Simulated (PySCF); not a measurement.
What does the PBE0-D3(BJ)/def2-SVP structure of `C[P@@](=O)(CO)c1ccoc1` look like in three dimensions?

```
atom  x, y, z in Å
C1    -1.474   -1.307    0.906
P2    -0.816   -0.274   -0.424
O3    -1.216   -0.712   -1.808
C4    -1.519    1.406   -0.174
O5    -2.814    1.359   -0.694
C6     0.955   -0.177   -0.190
C7     1.758    0.142    0.960
C8     3.049    0.097    0.531
O9     3.101   -0.222   -0.780
C10    1.842   -0.383   -1.211
H11   -1.211   -2.354    0.699
H12   -1.080   -1.012    1.889
H13   -2.568   -1.200    0.896
H14   -1.556    1.697    0.888
H15   -0.856    2.123   -0.700
H16   -2.744    0.830   -1.508
H17    1.418    0.371    1.968
H18    4.004    0.261    1.024
H19    1.695   -0.648   -2.255
```

Orientation and origin are arbitrary. Atoms count from 1 in this order. P2 (phosphoryl phosphorus) is distorted tetrahedral (angles from 106.4° to 114.4°). O9 (furan-type oxygen) is bent (angle 107.7°). The C–O distances run from 1.341 Å (O9–C10, aromatic) to 1.395 Å (C4–O5, drawn single), a spread of 0.054 Å. The C–P distances run from 1.789 Å (P2–C6, drawn single) to 1.838 Å (P2–C4, drawn single), a spread of 0.049 Å.

Bonds between heavy atoms (Å): C1–P2 1.808, P2=O3 1.506, P2–C4 1.838, C4–O5 1.395, P2–C6 1.789, C6–C7 1.438, C7–C8 1.361, C8–O9 1.351, O9–C10 1.341, C6–C10 1.368.

Computed with PySCF 2.14.0, PBE0-D3(BJ)/def2-SVP geometry optimisation, gas phase.

Point group: C1 (no symmetry element, even within 0.4 Å). No frequency check. One conformer, not necessarily the lowest (C1–P2–C4–O5 -80°, P2–C4–O5–H -40°, C1–P2–C6–C7 -50°).

The run took 4.3 min on Arm Neoverse V1, one thread, no GPU, on a shared host, and the process peaked at 0.85 GiB of memory. That covers the optimisation of the geometry.
